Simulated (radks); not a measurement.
Charge is removed step by step from the 5p down level of Tl3+, starting from [Kr] 4d10 4f14 5s2 5p(up 3, down 3) 5d10. Method: scalar-relativistic Kohn-Sham, PBE, spin-polarised, spherical densities, point nucleus; computed with a radial shooting solver on a logarithmic mesh with Libxc functionals.

| removed (e) | E - E(0) (eV) | eigenvalue (eV) | E minus straight line (eV) |
|---|---|---|---|
| 0 | 0.000 | -105.46 | 0.000 |
| 0.25 | 26.872 | -109.73 | -1.629 |
| 0.5 | 54.820 | -114.07 | -2.183 |
| 0.75 | 83.859 | -118.47 | -1.645 |
| 1 | 114.01 | -122.93 | 0.000 |

Removing the whole electron costs 114.01 eV by Delta-SCF, against 105.46 eV from minus the eigenvalue at the starting occupation. Slater's transition state (half an electron removed) gives 114.07 eV. Integrating minus the eigenvalue over the occupation (Janak's theorem) gives 114.11 eV. In this scalar-relativistic scheme the density is built from large components alone, so the theorem holds only approximately. The mean slope of the eigenvalue, de/dn, is 17.5 eV per electron.
